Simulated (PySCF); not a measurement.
**Static response to an electric field**

Compound: C₅H₉ClSi₂.
Geometry (GFN2-xTB, Å), atoms numbered from 1 in this order:
```
atom  x, y, z in Å
C1     3.7042    0.3706   -0.4097
C2     2.3135   -0.0083   -0.5129
C3     1.1538   -0.3260   -0.6019
Si4   -0.6285   -0.7776   -0.7021
C5    -1.3970   -1.1759    1.0189
Si6   -2.4626    0.4131    0.9801
Cl7   -1.8631    1.7898    2.3388
C8    -1.7865    0.7602   -0.7763
H9     4.3415   -0.4872   -0.6239
H10    3.9181    0.7283    0.5974
H11    3.9271    1.1643   -1.1227
H12   -0.8517   -1.7861   -1.7424
H13   -1.9741   -2.0965    1.0441
H14   -0.6807   -1.2344    1.8347
H15   -3.9082    0.2554    1.1243
H16   -1.2754    1.7120   -0.8962
H17   -2.5375    0.7103   -1.5602
```

Level: CAM-B3LYP/def2-SVPD (PySCF), static field, nuclei fixed, core orbitals frozen in the response. The polarisability tensor in these axes (au):

```
x   148.67   1.16 -10.04
y     1.16 105.80   9.25
z   -10.04   9.25 109.17
```

Question: What are the eigenvalues, a third of the trace, and Δα (Δα² = ½Σ(αi − αj)² over the three pairs)?

Answer: Principal values 96.99, 115.55 and 151.10 au; mean 121.22 au = 17.96 Å³ = 19.99 × 10⁻⁴⁰ C²·m²/J; Δα = 47.62 au (39 % of the mean).

Question: What is the dipole moment, and where does it point?

Answer: (1.21, -0.70, -1.03) D, 1.74 D in size, pointing from the negative to the positive side. Measured along this direction, the outermost atoms are H15 and Cl7 at the negative end and H9 at the positive end.

Question: Give the eigenvalues of the traceless quadrupole moment Θ = ½Σq(3rr − r²1), origin at the centre of nuclear charge.

Answer: -11.71, -2.90, 14.61 D·Å. The values depend on the origin, since the dipole doesn't vanish. The electronic extent ⟨r²⟩ about the same centre is 2174 bohr², a root-mean-square distance of 2.69 Å for the 84 electrons.

Question: What depolarisation ratio follows for Rayleigh scattering of linearly polarised light, taking the static tensor?

Answer: ρ = 3Δα²/(45ᾱ² + 4Δα²) = 6804.1/(661202 + 9072.1) = 0.0102.

Question: In a dilute gas of rigid molecules at 298 K, how does the orientational term μ²/3kT compare with the electronic polarisability?

Answer: In Gaussian units μ²/3kT = 24.61 Å³ against 17.96 Å³, a ratio of 1.37; the Debye molar polarisation (4π/3)N_A(α + μ²/3kT) is 107.4 cm³/mol, leaving out the vibrational part.

Question: Estimate the molar refractivity from the static electronic polarisability.

Answer: Lorentz–Lorenz: R = (4π/3)N_A α = 2.5225 cm³/(mol·Å³) × 17.96 Å³ = 45.3 cm³/mol, in the limit of long wavelengths.

Question: Find the Langevin capture rate constant for NO+ (29.998 u) meeting this molecule (159.993 u), k = 2.342 × 10⁻⁹ cm³/s × √(α in Å³ / reduced mass in u).

Answer: The reduced mass is 25.26 u, so k = 1.97 × 10⁻⁹ cm³/s. The formula leaves out the permanent dipole, which adds to the capture rate.

Isolated species at its GFN2-xTB geometry, gas phase.
